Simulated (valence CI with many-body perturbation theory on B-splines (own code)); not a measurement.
**Energy levels of Nd³⁷⁺**

Calculated by relativistic CI+MBPT: five valence electrons over a frozen Dirac-Fock core [Ar], a basis of 7 s, 7 p, 8 d, 6 f, 4 g, 1 h functions for each j, with the one-electron correlation potential Σ1 (screened to all orders), the two-electron term Σ2, the three-electron term Σ3, Breit, model QED; selected single and double excitations, second order for the rest, scaled by the run's own slope (own B-spline code, finite nucleus).

No measured spectrum was set against this ion. As an estimate, large intervals hold to a few tenths of a per cent, small ones and those within an open d or f shell to about a per cent. Among the levels kept, up to 670 cm⁻¹ of a level comes from second order outside the variational space, and about a tenth of that is noise between levels of different J, which matters for small intervals. Only levels of the ground parity were solved; by the run's estimate the other parity begins above the list, which can be wrong where configurations are misplaced.

Levels 1 to 32 of 32, with energies above the lowest level, (3d3/2^4 3d5/2) J=5/2. "Leading %" is the weight of the configuration and term that name the level; weights of strongly mixed levels are sums over their largest components and can fall short, so below about 35 % the name and the second component can differ from the true leading terms, or belong to a minority configuration. In the jj column 3d3/2^4 stands for four electrons in 3d with j = 3/2. Lifetimes count E1, E2, E3, M1 and M2 decay at the calculated energies, and are blank where another channel may lead or the interval is too uncertain; long ones can be off by a factor of two.

```csv
No.,Configuration,Term,J,E (cm⁻¹),Leading %,g,Lifetime,Second component,Leading jj
1,3d⁵,⁴P,5/2,0,31,1.495,,28 % 3d⁵ ⁶S,3d3/2^4 3d5/2 (81 %)
2,3d⁵,⁶S,5/2,141520,37,1.281,9.30 μs,24 % 3d⁵ ²F,3d3/2^3 3d5/2^2 (72 %)
3,3d⁵,⁴G,7/2,216450,40,1.146,16.4 μs,23 % 3d⁵ ²F,3d3/2^3 3d5/2^2 (98 %)
4,3d⁵,⁴D,3/2,223660,41,1.237,5.34 μs,35 % 3d⁵ ⁴P,3d3/2^3 3d5/2^2 (96 %)
5,3d⁵,⁴G,11/2,226740,44,1.132,,37 % 3d⁵ ²H,3d3/2^3 3d5/2^2 (96 %)
6,3d⁵,⁴G,9/2,252360,44,1.146,1.18 ms,21 % 3d⁵ ²G,3d3/2^3 3d5/2^2 (90 %)
7,3d⁵,⁴D,5/2,265010,37,1.145,29.2 μs,17 % 3d⁵ ²D,3d3/2^3 3d5/2^2 (79 %)
8,3d⁵,⁴P,1/2,275610,55,1.865,223 μs,22 % 3d⁵ ⁴D,3d3/2^3 3d5/2^2 (79 %)
9,3d⁵,²F,7/2,303000,36,1.109,95.3 μs,27 % 3d⁵ ⁴F,3d3/2^3 3d5/2^2 (92 %)
10,3d⁵,²D,5/2,355160,34,1.228,3.34 μs,22 % 3d⁵ ⁴G,3d3/2^2 3d5/2^3 (72 %)
11,3d⁵,²D,3/2,372050,54,0.797,25.1 μs,23 % 3d⁵ ⁴F,3d3/2^3 3d5/2^2 (68 %)
12,3d⁵,⁴D,7/2,394940,50,1.211,6.84 μs,36 % 3d⁵ ⁴G,3d3/2^2 3d5/2^3 (96 %)
13,3d⁵,²I,11/2,401480,54,1.071,9.61 μs,43 % 3d⁵ ⁴G,3d3/2^2 3d5/2^3 (96 %)
14,3d⁵,⁴G,9/2,415280,50,1.143,9.95 μs,40 % 3d⁵ ²G,3d3/2^2 3d5/2^3 (90 %)
15,3d⁵,⁴D,1/2,429520,75,0.572,5.39 μs,14 % 3d⁵ ⁴P,3d3/2^2 3d5/2^3 (94 %)
16,3d⁵,²I,13/2,433310,100,1.070,48.0 μs,,3d3/2^2 3d5/2^3 (100 %)
17,3d⁵,⁴P,3/2,439030,52,1.187,2.95 μs,33 % 3d⁵ ⁴F,3d3/2^2 3d5/2^3 (92 %)
18,3d⁵,²F,5/2,452270,41,1.017,5.58 μs,25 % 3d⁵ ⁴D,3d3/2^2 3d5/2^3 (90 %)
19,3d⁵,²H,9/2,484750,53,1.101,4.16 μs,47 % 3d⁵ ⁴F,3d3/2^2 3d5/2^3 (100 %)
20,3d⁵,²G,7/2,499730,61,0.986,15.9 μs,34 % 3d⁵ ²F,3d3/2^2 3d5/2^3 (99 %)
21,3d⁵,⁴F,5/2,508760,59,1.037,4.21 μs,23 % 3d⁵ ²D,3d3/2^2 3d5/2^3 (94 %)
22,3d⁵,²D,3/2,526060,87,0.809,10.9 μs,7 % 3d⁵ ⁴F,3d3/2^2 3d5/2^3 (67 %)
23,3d⁵,²F,7/2,547040,44,1.049,6.77 μs,40 % 3d⁵ ²G,3d3/2^2 3d5/2^3 (86 %)
24,3d⁵,²S,1/2,550640,45,1.834,4.43 μs,28 % 3d⁵ ⁴P,3d3/2^2 3d5/2^3 (64 %)
25,3d⁵,²G,9/2,595860,68,1.105,10.6 μs,16 % 3d⁵ ²H,3d3/2^2 3d5/2^3 (86 %)
26,3d⁵,⁴P,5/2,595970,34,1.225,1.80 μs,26 % 3d⁵ ²F,3d3/2 3d5/2^4 (87 %)
27,3d⁵,⁴F,7/2,648160,34,1.189,2.63 μs,28 % 3d⁵ ²F,3d3/2 3d5/2^4 (97 %)
28,3d⁵,²H,11/2,660690,59,1.064,3.08 μs,27 % 3d⁵ ²I,3d3/2 3d5/2^4 (98 %)
29,3d⁵,²D,3/2,671690,47,0.911,2.16 μs,24 % 3d⁵ ⁴D,3d3/2 3d5/2^4 (85 %)
30,3d⁵,²D,5/2,690020,64,1.128,3.63 μs,24 % 3d⁵ ²F,3d3/2^2 3d5/2^3 (51 %)
31,3d⁵,²P,3/2,702530,76,1.193,6.98 μs,17 % 3d⁵ ²D,3d3/2^2 3d5/2^3 (85 %)
32,3d⁵,²G,9/2,714410,71,1.109,3.86 μs,12 % 3d⁵ ²H,3d3/2 3d5/2^4 (84 %)
```

The ionisation energy to 3d⁴ ³P0 of the next ion comes out as 2626.7 eV (NIST: 2627 ± 4 eV (theoretical)). All 32 levels together are meant to be complete up to 730880 cm⁻¹.
